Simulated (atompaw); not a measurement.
# An all-electron radial function and its pseudo partner (potassium (K))

Columns: radius, all-electron u(r) and pseudo u(r) of the 3p shell (level -18.80 eV) of potassium in the configuration [Ne] 3s2 3p6 4s1 4p0; PBEsol, scalar-relativistic, PAW (atompaw) scheme, atompaw 4.2.0.5.

| r (bohr) | all-electron | pseudo |
| --- | --- | --- |
| 0.096 | -0.2618 | 0.0064 |
| 0.192 | -0.4318 | 0.0254 |
| 0.288 | -0.3673 | 0.0563 |
| 0.385 | -0.1664 | 0.0986 |
| 0.481 | 0.0757 | 0.1499 |
| 0.577 | 0.3075 | 0.2088 |
| 0.673 | 0.5043 | 0.2731 |
| 0.769 | 0.6579 | 0.3400 |
| 0.865 | 0.7681 | 0.4070 |
| 0.962 | 0.8397 | 0.4717 |
| 1.058 | 0.8775 | 0.5300 |
| 1.154 | 0.8890 | 0.5801 |
| 1.250 | 0.8803 | 0.6200 |
| 1.346 | 0.8569 | 0.6483 |
| 1.442 | 0.8229 | 0.6643 |
| 1.538 | 0.7819 | 0.6679 |
| 1.635 | 0.7363 | 0.6599 |
| 1.731 | 0.6889 | 0.6417 |
| 1.827 | 0.6408 | 0.6149 |
| 1.923 | 0.5932 | 0.5814 |
| 2.019 | 0.5470 | 0.5430 |
| 2.115 | 0.5026 | 0.5019 |
| 2.212 | 0.4601 | 0.4601 |
| 2.308 | 0.4205 | 0.4205 |
| 2.404 | 0.3835 | 0.3835 |
| 2.500 | 0.3491 | 0.3491 |

Problem. How many radial nodes do the two functions have?

Solution. The all-electron 3p function has n − l − 1 = 1; the pseudo-wave has 0, since the states of the same l below it are removed with the core.

Problem. At about which radius was the pseudo-wave matched?

Solution. 2.25 bohr, where the columns begin to agree (steps of 0.10 bohr).

Problem. Where does each function peak?

Solution. Outermost all-electron maximum near 1.15 bohr, pseudo maximum near 1.54 bohr (to the table’s step).

Problem. Is the pseudo-wave norm-conserving?

Solution. No, it belongs to a PAW set: the norm inside the radius is not constrained, and the difference is carried by the augmentation charge.
